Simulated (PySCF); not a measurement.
Al(H)2(OiPr) (C₃H₉AlO), SMILES CC(C)[O][AlH2]. Atoms are numbered in the order given.

```xyz
14

Al     1.8808     0.1918     0.0000
H      1.8859     1.7810     0.0000
H      3.1936    -0.6891     0.0000
O      0.4212    -0.6796     0.0000
C     -0.9620    -0.4594     0.0000
C     -1.3911     0.2738    -1.2619
C     -1.3911     0.2738     1.2619
H     -1.4467    -1.4542     0.0000
H     -0.9529     1.2856    -1.2890
H     -2.4858     0.3764    -1.3131
H     -1.0555    -0.2739    -2.1553
H     -1.0555    -0.2739     2.1553
H     -0.9529     1.2856     1.2890
H     -2.4858     0.3764     1.3131
```

Coordinates come from a PBE0-D3(BJ)/def2-SVP optimisation. The structure was generated by enumeration; whether it is a known compound was not checked. The values are those of a single conformer.

Computed with PBE/pcSseg-1 (PySCF).

GIAO shieldings, no solvent; atoms listed in one row are averaged. δ = σ(ref) − σ: ¹H against TMS (σ = 31.49 ppm); ¹⁷O against H2O (σ = 334.3 ppm); ¹³C against TMS (σ = 182.0 ppm), references at their B3LYP-D3(BJ)/def2-TZVP geometries, non-relativistic.

```
nucleus                        atoms  count  δ (ppm)
-------  ---------------------------  -----  -------
¹H                                H2      1     5.36
¹H                                H3      1     4.80
¹H                                H8      1     4.72
¹H       H9, H10, H11, H12, H13, H14      6     1.59
¹⁷O                               O4      1    185.4
¹³C                               C5      1     73.9
¹³C                           C6, C7      2     33.3
```
